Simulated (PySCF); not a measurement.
Structure problem from calculated spectra and properties.

Formula: C8H8Si.

- UV, first state: lowest singlet excitation: 5.41 eV (229 nm, f = 0.003) [TDDFT PBE0/def2-SVPD]
- UV, strongest line: among the 8 lowest singlet transitions: S2 at 5.99 eV (207 nm, f = 0.080) [TDDFT PBE0/def2-SVPD]
- Triplet: lowest triplet excitation (Tamm–Dancoff): 4.09 eV [TDA PBE0/def2-SVPD]
- Polarisability: 114.2 au [PBE0/def2-SVPD]
- 13C NMR: chemical shifts (computed TMS as zero) by class: 140.8 (2 C), 135.8 (1 C), 135.2 (1 C), 133.3 (2 C), 105.1 (1 C), 86.5 (1 C) ppm [GIAO PBE0/pcSseg-1]
- Dipole: 0.74 D [PBE0/def2-SVPD]
- Rotational structure: rotational constants A, B, C: 3.205, 0.839, 0.686 GHz [GFN2-xTB]

The electronic properties come from PySCF, for the isolated species, density fitting. Levels stand in brackets. One conformer (not necessarily the lowest) at the GFN2-xTB geometry, without solvent, vibrations or thermal averaging. Each NMR value is the plain mean over a class of atoms that symmetry, rotation or inversion makes alike.

Q: What is the compound? Reason from the data.

A: Numbering: `[CH:1]#[C:2][SiH2:3][c:4]1[cH:5][cH:6][cH:7][cH:8][cH:9]1`. Its formula, C8H8Si, gives 6 degrees of unsaturation: 1 ring and 5 π bonds in the structure found (Kekulé form). 8 carbons fall into 6 classes; from least to most shielded: aromatic CH carbon [C5/C9] (140.8 ppm, 2 C), aromatic CH carbon [C7] (135.8 ppm), substituted aromatic carbon [C4] (135.2 ppm), aromatic CH carbon [C6/C8] (133.3 ppm, 2 C), terminal alkyne carbon [C1] (105.1 ppm), alkyne carbon [C2] (86.5 ppm). The optimised geometry has point group C1 and is an asymmetric top. Structure: `C#C[SiH2]c1ccccc1`. Computed isomers that give other values at the same levels: `C1=Cc2ccccc2[SiH2]1` (13C chemical shifts (computed TMS as zero) by class: 160.5 (1 C), 155.7 (1 C), 140.1 (1 C), 139.7 (1 C), 135.7 (1 C), 133.5 (1 C), 132.4 (1 C), 130.1 (1 C) ppm). The assignments are read from this structure; whether some other isomer fits the data as well wasn't checked.

Shape of the structure used: `[CH:1]#[C:2][SiH2:3][c:4]1[cH:5][cH:6][cH:7][cH:8][cH:9]1`: C2–Si3–C4–C5 27°.
